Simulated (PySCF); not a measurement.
## bromobenzene: calculation and literature

Structure with atom numbers: `[Br:1][c:2]1[cH:3][cH:4][cH:5][cH:6][cH:7]1`. Each H is labelled by its parent atom.

Theoretical values (PySCF 2.14): couplings computed with B3LYP/pcJ-1 (pcSseg-1 on Br) (without the spin–dipole term), GIAO KT3/pcSseg-2 shieldings, structure optimised with PBE0-D3(BJ)/def2-SVP. Fast rotation and ring inversion assumed for equivalent nuclei, a single conformation, non-relativistic Hamiltonian, isolated molecule.

Reference values: measured (solution, CH2Cl2, 325 K; Shapiro, Mohrmann, J. Phys. Chem. Ref. Data 1977, 6, 919).
```csv
atoms,quantity,reference,computed
H(C3)/H(C7),δ ¹H,7.50,7.41
H(C5),δ ¹H,7.30,7.10
H(C4)/H(C6),δ ¹H,7.24,7.19
```

Reference values: measured (solution, CCl4, 309 K; Shapiro, Mohrmann, J. Phys. Chem. Ref. Data 1977, 6, 919).
```csv
atoms,quantity,reference,computed
H(C3)/H(C7),δ ¹H,7.43,7.41
H(C5),δ ¹H,7.20,7.10
H(C4)/H(C6),δ ¹H,7.15,7.19
```

Reference values: measured (solution, cyclohexane, 325 K; Shapiro, Mohrmann, J. Phys. Chem. Ref. Data 1977, 6, 919).
```csv
atoms,quantity,reference,computed
H(C3)/H(C7),δ ¹H,7.40,7.41
H(C5),δ ¹H,7.15,7.10
H(C4)/H(C6),δ ¹H,7.09,7.19
```

Reference values: estimated from measurements, as parent shift plus tabulated substituent increment (solution, CCl4; Levy, Lichter, Nelson pp. 111-112; Breitmaier, Voelter pp. 256-258, as tabulated by Wired Chemist).
```
atoms  quantity  reference  computed
C3/C7     δ ¹³C      131.9     131.0
C4/C6     δ ¹³C      130.2     127.3
   C5     δ ¹³C      126.9     123.7
   C2     δ ¹³C      123.0     138.5
```

Computed shifts are σ(ref) − σ with the named reference compound (TMS for H and C) calculated as an isolated molecule at the same level.

Coupling constants in Hz (some tables give magnitudes without signs):
```tsv
coupling	reference	computed	source
³J(H(C3),H(C4))	8.0	9.3	measured; solution (compiled); Pretsch, Buehlmann, Badertscher, Structure Determination of Organic Compounds, 4th ed., Springer 2009
⁴J(H(C3),H(C5))	1.1	0.9	measured; solution (compiled); Pretsch, Buehlmann, Badertscher, Structure Determination of Organic Compounds, 4th ed., Springer 2009
⁵J(H(C3),H(C6))	0.5	0.5	measured; solution (compiled); Pretsch, Buehlmann, Badertscher, Structure Determination of Organic Compounds, 4th ed., Springer 2009
⁴J(H(C3),H(C7))	2.2	1.9	measured; solution (compiled); Pretsch, Buehlmann, Badertscher, Structure Determination of Organic Compounds, 4th ed., Springer 2009
³J(H(C4),H(C5))	7.4	8.3	measured; solution (compiled); Pretsch, Buehlmann, Badertscher, Structure Determination of Organic Compounds, 4th ed., Springer 2009
⁴J(H(C4),H(C6))	1.8	1.4	measured; solution (compiled); Pretsch, Buehlmann, Badertscher, Structure Determination of Organic Compounds, 4th ed., Springer 2009
```

Task: How far are the unscaled ¹H shifts from the references?

Result: Mean signed difference -0.04 ppm, mean absolute 0.07 ppm over 9 comparisons; the largest is -0.20 ppm at H(C5) (hydrogen on an aromatic CH).

Task: How far are the unscaled ¹³C shifts from the references?

Result: Mean signed difference +2.12 ppm, mean absolute 5.62 ppm over 4 comparisons; the largest is +15.5 ppm at C2 (aromatic carbon bearing bromine).

19 of the 51 published NMR values on file for this molecule are compared. The rest: values from further sources.

Spin–orbit coupling is missing: it shields a carbon bonded to bromine, so the measured shift of such a carbon is lower than the computed one. Unscaled 3J(H,H) at this level run about 10 % above measured values.
